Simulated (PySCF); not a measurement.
C3H8O2Si2.
Cartesian coordinates in Å at the PBE0-D3(BJ)/def2-SVP level; atoms count from 1:
```
atom  x, y, z in Å
O1     1.7763   -0.0795    1.4138
C2     1.8116    0.4518    0.3300
O3     2.9240    1.0128   -0.1585
Si4    0.2407    0.5127   -0.7779
C5    -1.1917    1.0189    0.3555
Si6   -1.5590   -0.8432    0.5695
C7    -0.4094   -1.2648   -0.8972
H8     3.6177    0.8891    0.5143
H9     0.4781    1.2803   -2.0365
H10   -1.9999    1.5298   -0.1930
H11   -0.9440    1.6060    1.2508
H12   -2.9926   -1.2172    0.3549
H13   -1.0948   -1.3998    1.8709
H14    0.3129   -2.0846   -0.7809
H15   -0.9856   -1.4298   -1.8227
```

The computed photoelectron lines, unassigned: C 1s: 289.64 (area 2), 294.13 (area 1) eV; O 1s: 537.75 (area 1), 539.94 (area 1) eV; Si 1s: 1846.29 (area 1), 1846.50 (area 1) eV; Si 2p3/2: 106.49 (area 1), 106.69 (area 1) eV.

Method used: delta-SCF UKS SCAN, pcX-2 on the ionised atom, pcseg-1 elsewhere, spin-free X2C (PySCF 2.14.0). The structure is a single PBE0-D3(BJ)/def2-SVP conformer in the gas phase; no vibrational or solvent corrections.

Q: Order the carbon atoms by C 1s binding energy.

A: 289.64 eV: C5/C7 (sp3 carbon bound to silicon); 294.13 eV: C2 (carbonyl carbon). Lowest listed C 1s: C5/C7, bonded to 2 H and 2 Si. Highest, 4.49 eV above it: C2, bonded to O (double bond), O and Si. Summing the Pauling electronegativity differences to the bonded atoms, each weighted by its formal bond order, gives -2.00 for the lowest site and +2.02 for the highest.

Q: Order the oxygen atoms by O 1s binding energy.

A: 537.75 eV: O1 (acid carbonyl oxygen); 539.94 eV: O3 (acid hydroxyl oxygen). The listed O 1s values span 2.19 eV, from O1 (bonded to C (double bond)) to O3 (bonded to C and H).

Q: Order the silicon atoms by Si 1s binding energy.

A: 1846.29 eV: Si6 (SiH2 silicon); 1846.50 eV: Si4 (SiH silicon). The 2 Si 1s values lie within 0.21 eV of each other; Gaussian lines of 0.5 eV full width would blend them into one maximum.

Q: Which silicon gives which Si 2p3/2 line?

A: 106.49 eV: Si6 (SiH2 silicon); 106.69 eV: Si4 (SiH silicon). The 2 Si 2p3/2 values lie within 0.20 eV of each other.

Bonded neighbours of each site: O1: C (double bond); C2: O (double bond), O and Si; O3: C and H; Si4: 3 C and H; C5/C7: 2 H and 2 Si; Si6: 2 C and 2 H.

Q: Express the binding energy of C 1s of C5/C7 in atomic units and per mole.

A: 289.64 eV = 10.6441 Eh = 27946 kJ/mol.

One atom of each set of topologically equivalent atoms was ionised and stands for the set; in this conformer not all members are related by symmetry, and their own values weren't computed. Spin–orbit and ligand-field terms were added within each 2p shell after the spin-free SCF. 2p1/2 minus 2p3/2 (ligand field included): Si 0.62 eV.
